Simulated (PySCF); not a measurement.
## How methods differ on the excitation energy of Ti²⁺

Ti²⁺ [Ar] 3d2 (3F) → Ti²⁺ [Ar] 3d1 4p1 (high-spin determinant), as a difference of total energies. Computed with PySCF 2.14 in def2-TZVPPD (6s6p4d2f1g, 67 functions), with no relativity, point nucleus. Correlated levels: valence: [Ar] frozen. The calculations carry no spin-orbit coupling.

| method | excitation energy (eV) |
| --- | --- |
| UHF | 9.362 |
| MP2 (valence) | 9.425 |
| SCS-MP2 (valence) | 9.383 |
| CCSD (valence) | 9.436 |

**Question.** How much does correlation contribute at MP2 (valence)?

**Answer.** 9.425 − (9.362) = 0.063 eV, measured against UHF.

A first-order spin-orbit estimate (lowest level to lowest level, LS coupling) adds -0.017 eV.

With two correlated electrons CCSD is exact in that space.

The determinant of the upper state mixes LS terms, which raises its energy above the lowest term, most at the Hartree-Fock and MP2 levels.
